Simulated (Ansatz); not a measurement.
`[SiH3][SiH2]Br` and `[SeH][SiH2]Br` differ in one atom or group.

Ansatz, PBE0-D4/def2-TZVP geometries, multiplicity 1. Each molecule was computed in one conformer, which needn't be the lowest.

Scalar relativity is left out up to krypton.

```json
{"property": "LUMO energy (PBE0/def2-TZVPP) / eV", "`[SiH3][SiH2]Br`": "-0.76"}
{"property": "LUMO energy (ωB97M-V/def2-TZVPP) / eV", "`[SiH3][SiH2]Br`": "1.07"}
{"property": "HOMO–LUMO gap (PBE0/def2-TZVPP) / eV", "`[SiH3][SiH2]Br`": "7.24"}
{"property": "HOMO–LUMO gap (PBE/def2-TZVPP) / eV", "`[SiH3][SiH2]Br`": "5.21"}
{"property": "ideal-gas entropy at 298 K and 1 bar (rigid rotor, harmonic PBE0-D4/def2-TZVP) / J/(mol·K)", "`[SiH3][SiH2]Br`": "335"}
{"property": "HOMO–LUMO gap (ωB97M-V/def2-TZVPP) / eV", "`[SiH3][SiH2]Br`": "11.13"}
```

(1) Give the same properties after the change, and the shifts. (An estimate is asked.)

Results:

(1) Computed: 
| property | `[SeH][SiH2]Br` | shift |
| --- | --- | --- |
| LUMO energy (PBE0/def2-TZVPP) / eV | -0.58 | 0.18 |
| LUMO energy (ωB97M-V/def2-TZVPP) / eV | 1.30 | 0.23 |
| HOMO–LUMO gap (PBE0/def2-TZVPP) / eV | 6.86 | -0.38 |
| HOMO–LUMO gap (PBE/def2-TZVPP) / eV | 4.84 | -0.37 |
| ideal-gas entropy at 298 K and 1 bar (rigid rotor, harmonic PBE0-D4/def2-TZVP) / J/(mol·K) | 330 | -5 |
| HOMO–LUMO gap (ωB97M-V/def2-TZVPP) / eV | 10.88 | -0.25 |

With PBE0 the HOMO rises by 0.56 eV and the LUMO rises by 0.18 eV, so the gap narrows by about 0.38 eV. PBE moves the HOMO by 0.53 eV and ωB97M-V by 0.48 eV. The zero-point energy changes by -42.4 kJ/mol with -6 modes.

Spin–orbit coupling is left out; it splits and shifts lone-pair levels of the heavy atoms by tenths of an eV.
